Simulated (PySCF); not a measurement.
## BOBr + H₂O → BO(OH) + HBr

Level: PBE0 in the def2-TZVP basis family, all electrons, no relativity, computed in PySCF with density fitting; open shells unrestricted.

| species | state and structure | E (Eh) | ZPE (kJ/mol) | H(298 K) − H(0) (kJ/mol) | S° (J/(mol K)) |
| --- | --- | --- | --- | --- | --- |
| BOBr | singlet, C∞v, B–Br 1.835 Å, B–O 1.203 Å; Br–B–O 180.0° | -2673.93003 | 19.9 | 10.9 | 248.0 |
| H₂O | singlet, C2v, O–H 0.960 Å (×2); H–O–H 105.1° | -76.37736 | 56.5 | 9.9 | 188.7 |
| BO(OH) | singlet, Cs, B–O 1.211 Å, B–O 1.322 Å, O–H 0.960 Å; B–O–H 117.0°, O–B–O 177.5° | -175.86369 | 53.6 | 11.4 | 242.8 |
| HBr | singlet, C∞v, H–Br 1.421 Å | -2574.45811 | 16.0 | 8.7 | 198.5 |

(1) What is the electronic reaction energy?

(2) Add zero-point, thermal and entropy terms for 298.15 K and 1 bar.

Answers

(1) At PBE0/def2-TZVP, ΔE = -37.8 kJ/mol from the differences of the total energies times 2625.5, downhill. 

(2) ΔZPE = -6.8 and Δ[H(298) − H(0)] = -0.7 kJ/mol give ΔH° = -45.3 kJ/mol. ΔS° = 4.6 J/(mol K), so ΔG° = -45.3 − 298.15 × (0.0046) = -47 kJ/mol and log₁₀K = 8.2.

The structures come from searches over a few start shapes, so lower isomers are not excluded.
